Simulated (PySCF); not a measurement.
Working out the ionisation energy of P⁺

P⁺ [Ne] 3s2 3p2 (3P) → P²⁺ [Ne] 3s2 3p1 (2P). Computed with PySCF 2.14 in dyall-acv3z (19s12p6d4f, 113 functions), with the spin-free X2C one-electron Hamiltonian (Gaussian nucleus). Frozen: [Ne]; the 26 highest virtual orbitals dropped. Energies in hartree (1 hartree = 27.21139 eV):

| part | P⁺ (lower) | P²⁺ (upper) |
| --- | --- | --- |
| UHF | -341.173370 | -340.469368 |
| CCSD correlation | -0.084036 | -0.065879 |
| (T) | -0.002455 | -0.001093 |

Q: What does Hartree-Fock give?

A: (-340.469368) − (-341.173370) = 0.704002 hartree = 19.157 eV.

Q: What do CCSD and CCSD(T) give?

A: The CCSD correlation energies differ by 0.018157 hartree = 0.494 eV and the triples by 0.001362 hartree = 0.037 eV, so CCSD gives 19.651 eV and CCSD(T) 19.688 eV.

A first-order spin-orbit estimate adds -0.007 eV to CCSD(T) (valence), giving 19.681 eV against 19.769 eV (semi-empirical (NIST evaluation); NIST Atomic Spectra Database, ionization energies).

What remains against the reference includes basis incompleteness, the frozen core and higher excitations.
